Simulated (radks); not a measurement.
Values are calculated unless marked as measured or tabulated.
Problem. Sc I, configuration [Ar] 3d1 4s2. Code: a radial shooting solver on a logarithmic mesh with Libxc functionals. Model: scalar-relativistic Kohn-Sham, PBE, spin-unpolarised, spherical densities, finite nucleus; Fermi nuclear charge, rms radius 3.5459 fm. Some entries of the table are withheld. Estimate them.

orbital,occ.,eigenvalue (hartree),<1/r> (bohr^-1)
1s,2,-161.5961,20.77
2s,2,(1),4.296
2p,6,-14.26829,4.199
3s,2,-2.02264,1.304
3p,6,(2),1.173
4s,2,-0.15373,(3)
3d,1,-0.11883,(4)

Solution. 
(1) 2s eigenvalue (hartree): -17.43122
(2) 3p eigenvalue (hartree): -1.23568
(3) 4s <1/r> (bohr^-1): 0.3478
(4) 3d <1/r> (bohr^-1): 0.7600
